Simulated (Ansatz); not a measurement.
`O[CH](Cl)[GeH3]` + HCl → `OC(Cl)Cl` + GeH₄  (substitution at a C–Ge bond)

Calculated with Ansatz (gas phase, PBE0-D4/def2-TZVP geometries, no zero-point term in ΔE). CCSD(T)/CBS is the MP2 limit (def2-TZVPP, def2-QZVPP) plus CCSD(T) − MP2 in def2-TZVPP, frozen cores. This one scheme is used for every species. Functionals use def2-TZVPP. B3LYP here is the variant with VWN-RPA as its local correlation; programs differ in this. HSE06 is defined as in plane-wave codes. For Ge outer-core shells are correlated without core-valence functions, which leaves a few kJ/mol of doubt a bond. Scalar relativity is left out up to krypton. Each species was taken in one conformer, which may not be the lowest.

| level | ΔE (kJ/mol) | difference from CCSD(T)/CBS |
| --- | --- | --- |
| LDA (SPW92) | 15.3 | -18.0 |
| revPBE-D4 | 19.4 | -13.9 |
| HSE06-D4 | 23.6 | -9.7 |
| r2SCAN | 20.5 | -12.8 |
| B3LYP | 22.0 | -11.3 |
| CAM-B3LYP | 23.2 | -10.1 |
| LC-ωPBE | 25.7 | -7.6 |
| HF/def2-SVP | 28.5 | -4.8 |
| CCSD/def2-TZVPP | 34.5 | 1.2 |
| HF/CBS(def2) | 26.0 | -7.3 |
| CCSD(T)/CBS | 33.3 | 0 |

Question: What do rigid-rotor, harmonic-oscillator terms from PBE0-D4/def2-TZVP frequencies (298.15 K, 1 bar) make of the CCSD(T)/CBS value? (An estimate is asked.)

Answer: Ansatz gave: ΔZPE = +2.1 kJ/mol, ΔH = +32.9 kJ/mol, ΔS = -7 J/(mol·K), ΔG = +34.9 kJ/mol.

Largest T1 diagnostic among the species: 0.012.

The D4 term adds +3.2 kJ/mol with B3LYP and +2.0 kJ/mol with PBE0; it sums over pairs of atoms, weighted by their polarisabilities, and B3LYP, whose exchange is more repulsive, gets the larger term. From BLYP to BHLYP (50 % exact exchange), in def2-TZVPP and without D4, ΔE moves by +6.0 kJ/mol. At CCSD(T), def2-SVP lies −8.1 kJ/mol from the extrapolated value and def2-TZVPP −0.3 kJ/mol.
